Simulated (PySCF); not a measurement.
## Substituent chemical shifts

Parent skeleton `[CH2:1]1[CH2:2][O:3][SiH2:4][O:5]1`; one hydrogen on atom 4 is replaced by X. Hydrogens on one atom are averaged.

Calculated, not measured (PySCF 2.14.0 with density-fitted response routines): geometry: PBE0-D3(BJ)/def2-SVP, shielding tensors at PBE0/pcSseg-1 (GIAO). Rapidly exchanging positions averaged, a single conformation, no relativistic terms, isolated molecule.

Referencing at the same level of theory: TMS for ¹³C and ²⁹Si and ¹H; ¹⁷O against H2O.

Parent (X = H): C1/C2 66.9, O3/O5 36.8, Si4 2.0, H(C1)/H(C2) 3.92, H(Si4) 5.03 ppm. Effects are Δδ = δ(X) − δ(H), positive for deshielding.

Task: Give Δδ (ppm) for X = OSiH3, CH2NH2, nPr.

Result: 
```csv
X,SMILES,C1/C2,O3/O5,Si4,H(C1)/H(C2),H(Si4)
OSiH3,[SiH3]O[SiH]1OCCO1,-0.3,+22.3,-37.6,+0.01,-0.53
CH2NH2,NC[SiH]1OCCO1,+0.6,+3.2,+13.7,+0.07,+0.00
nPr,CCC[SiH]1OCCO1,+0.2,+12.6,+21.2,-0.04,-0.04
```

Task: Which position responds most, and to which substituents?

Result: Si4: from -37.6 ppm with OSiH3 to +21.2 ppm with nPr.

Experimental scales use liquid or dissolved standards, which lie at an offset from isolated H2O (liquid H2O: subtract about 36 ppm).
